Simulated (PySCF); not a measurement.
From one molecule to another.

First species: C8H12.
Cartesian coordinates in Å at the GFN2-xTB level; atoms count from 1:
```
atom  x, y, z in Å
C1    -2.3016   -1.0483    0.2384
C2    -1.1564   -0.1202   -0.0025
C3    -1.0734    1.1049    0.5209
C4     0.0620    1.9595    0.2372
C5     1.1648    1.4675   -0.3232
C6     1.2886   -0.0007   -0.6244
C7     1.9232   -0.7020    0.5830
C8    -0.0853   -0.5966   -0.9470
H9    -2.7282   -1.3770   -0.7093
H10   -3.0799   -0.5688    0.8268
H11   -1.9602   -1.9368    0.7709
H12   -1.8508    1.4909    1.1647
H13   -0.0135    3.0038    0.5040
H14    2.0311    2.0859   -0.5068
H15    1.9460   -0.1436   -1.4888
H16    2.0700   -1.7604    0.3766
H17    2.8878   -0.2581    0.8182
H18    1.2757   -0.6005    1.4507
H19   -0.0256   -1.6871   -0.9303
H20   -0.3794   -0.3019   -1.9622
```

Second species: C8H12.
Atom-mapped SMILES: `[CH3:1][CH:2]([CH3:3])[C:4]1=[CH:5][CH2:6][CH:7]=[CH:8]1` (hydrogens: H9, H10, H11 on C1; H12 on C2; H13, H14, H15 on C3; H16 on C5; H17, H18 on C6; H19 on C7; H20 on C8)

Levels: PBE0/def2-SVPD for dipole moment, HOMO energy, LUMO energy, HOMO–LUMO gap, static isotropic polarisability and electronic spatial extent ⟨r²⟩ about the centre of nuclear charge; TDDFT PBE0/def2-SVPD for lowest singlet excitation; TDA PBE0/def2-SVPD for lowest triplet excitation (Tamm–Dancoff); GFN2-xTB for rotational constant A and rotational constant C. Geometries: GFN2-xTB. Each structure is a single optimised conformer of the isolated species, non-relativistic unless stated; the electronic structure was computed with PySCF and density fitting.

Dipoles, sizes and rotational constants follow the conformer. The torsions of the flexible species, by atom-mapped SMILES:
- `[CH3:1][CH:2]([CH3:3])[C:4]1=[CH:5][CH2:6][CH:7]=[CH:8]1`: C1–C2–C4–C5 116°

Values for the first species:

| Item | Value |
| --- | --- |
| Dipole moment | 0.65 D |
| HOMO energy | -5.95 eV |
| LUMO energy | -0.55 eV |
| HOMO–LUMO gap | 5.40 eV |
| Lowest singlet excitation | 4.72 eV |
| Lowest triplet excitation (Tamm–Dancoff) | 2.85 eV |
| Static isotropic polarisability | 92.8 au |
| Electronic spatial extent ⟨r²⟩ about the centre of nuclear charge | 972 bohr² |
| Rotational constant A | 3.098 GHz |
| Rotational constant C | 1.415 GHz |

Estimate the same properties for the second species, and the change in each.

| property | first | second | second less first |
| --- | --- | --- | --- |
| dipole moment | 0.65 D | 0.26 D | -0.39 D |
| HOMO energy | -5.95 eV | -6.18 eV | -0.23 eV |
| LUMO energy | -0.55 eV | -0.34 eV | +0.21 eV |
| HOMO–LUMO gap | 5.40 eV | 5.84 eV | +0.44 eV |
| lowest singlet excitation | 4.72 eV | 5.15 eV | +0.43 eV |
| lowest triplet excitation (Tamm–Dancoff) | 2.85 eV | 3.13 eV | +0.28 eV |
| static isotropic polarisability | 92.8 au | 91.8 au | -1.0 au |
| electronic spatial extent ⟨r²⟩ about the centre of nuclear charge | 972 bohr² | 1072 bohr² | +100 bohr² |
| rotational constant A | 3.098 GHz | 4.143 GHz | +1.045 GHz |
| rotational constant C | 1.415 GHz | 1.303 GHz | -0.112 GHz |

On the first: In wavenumbers S1 is 38100 cm⁻¹ (1 eV = 8065.54 cm⁻¹). The polarisability is 13.76 Å³ as a volume (1 au = 0.148185 Å³), or 1.55 au for each of the 60 electrons.

On the second: The vertical singlet–triplet gap S1 − T1 is 2.02 eV (TDDFT singlet less Tamm–Dancoff triplet; S1: HOMO→LUMO, weight 0.98; T1: HOMO→LUMO, weight 0.96). No computed singlet falls in the visible range (750 to 380 nm, 1.65 to 3.26 eV); S1 lies 1.89 eV above its blue end.
